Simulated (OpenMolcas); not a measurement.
Levels of Ag6+ by method

```yaml
Program: OpenMolcas
Basis: ANO-RCC-VDZP [6s5p3d1f]
Scalar_Hamiltonian: DKH2, point nucleus
Active_space: 5 electrons in 5 orbitals (4d)
State_averaging: 2S+1 = 6 even, 1 root; 2S+1 = 4 even, 24 roots; 2S+1 = 2 even, 75 roots
Spin-orbit_coupling: RASSI with atomic mean-field integrals over the reference wave functions, term energies averaged over their components
```

Methods on the same reference wave functions:
A. CASSCF
B. SS-CASPT2, IPEA 0.25 Eh, imaginary shift 0.1 Eh (closed shells correlated: 4s 4p)
C. MS-CASPT2, IPEA 0.25 Eh, imaginary shift 0.1 Eh (closed shells correlated: 4s 4p)

Energies in cm⁻¹ above 4d⁵ ⁶S_5/2, the measured ground level; measured values from the list in Gamrath, thesis, University of Mons (2023).

```
               Level      A      B      C  Measured
          4d⁵ ⁶S_5/2    0.0    0.0    0.0       0.0
   4d⁵ ⁴G_5/2 [73 %]  34621  32500  32500     29390
          4d⁵ ⁴G_7/2  35484  33670  33670     30378
         4d⁵ ⁴G_11/2  35707  34000  34000     30662
          4d⁵ ⁴G_9/2  35950  34240  34240     30907
   4d⁵ ⁴P_3/2 [61 %]  39393  35690  35690     32994
          4d⁵ ⁴P_1/2  40952  37190  37190     34605
          4d⁵ ⁴D_7/2  43600  40190  40190     36485
          4d⁵ ⁴D_1/2  45648  42140  42140     38685
   4d⁵ ⁴D_5/2 [60 %]  46292  42630  42630     39299
   4d⁵ ⁴D_3/2 [60 %]  46666  43060  43060     39788
         4d⁵ ²I_11/2  50486  48990  48990     44011
         4d⁵ ²I_13/2  51965  50660  50660     45546
4d⁵ ²D_3/2(1) [55 %]  56698  52130  52130          
   4d⁵ ⁴F_9/2 [62 %]  57952  54060  54060     49104
          4d⁵ ⁴F_5/2  59961  55850  55850     51049
4d⁵ ²F_7/2(1) [51 %]  61820  57600  57600          
   4d⁵ ²H_9/2 [58 %]  62363  58870  58870     53797
   4d⁵ ⁴F_3/2 [54 %]  62855  58460  58460          
       4d⁵ ²G_7/2(1)  65605  61580  61580          
         4d⁵ ²H_11/2  66026  63090  63090     57962
4d⁵ ²G_9/2(1) [53 %]  68483  64820  64820          
       4d⁵ ²F_7/2(2)  70379  65590  65590     59792
4d⁵ ²F_5/2(2) [54 %]  70517  65700  65700
```

Deviations, from unrounded energies. A percentage is the sum of absolute deviations over the sum of measured energies, with the sign that they share, or ± where signs differ.

```csv
Against measurement,Levels,A,B,C
mean absolute deviation (cm-1),17,7000,4000,4000
other terms of the ground configuration (%),17,+16.9,+9.6,+9.6
```

B, C lie about equally close to measurement and A furthest from it. The largest miss of C in the table is 4d⁵ ²F_7/2(2), by +5800 cm-1. The ranking rests on the paired levels alone, and a cruder setting can come out closer through cancelling errors.

Between B and C no level of the table moves by more than 5 cm-1.

The two smallest mean deviations differ by little beside CASPT2's spread within terms, so their order carries little weight.

From A to B the spin-free energies of the other terms of 4d⁵ shown, above ⁶S, scale by factors of 0.91 to 0.97.

The lowest spin-free term lies below A's lowest term by 0.183 hartree in B, 0.183 hartree in C.

CASPT2 breaks the degeneracy within a term, and the mean is taken; among the terms shown or strongly mixed into the levels shown the widest spread is 430 cm-1 (4d⁵ ⁴F, C). The basis is small and was not contracted for so high a charge. Without dynamic correlation excited terms often stand tens of per cent too high (terms of higher spin than the ground term too low), and those without a measured partner can miss by more than the paired ones (holds for A). Blocks of more than 70 roots (2S+1 = 2 even) ran without multistate coupling (holds for C). The CASPT2 spread within a term exceeds the gap to the next term for 4d⁵ ²F(1) and 4d⁵ ⁴F, so the order of their levels is uncertain, and so are names and mixing where such terms share a J (holds for C). Computed and measured levels are paired by configuration, term and J; levels that our copy of the source lacks, or whose pairing is in doubt (as where it misses far off the trend of its configuration), stay unpaired and out of the deviations. Only configurations of the active space appear. The table leaves out levels that lie high or whose names do not pair safely across all columns.

A share in square brackets marks a mixed level and gives the weight of the term that names it, the lowest over the columns. A number in round brackets counts repeated terms of one configuration in the order of the reference energies.
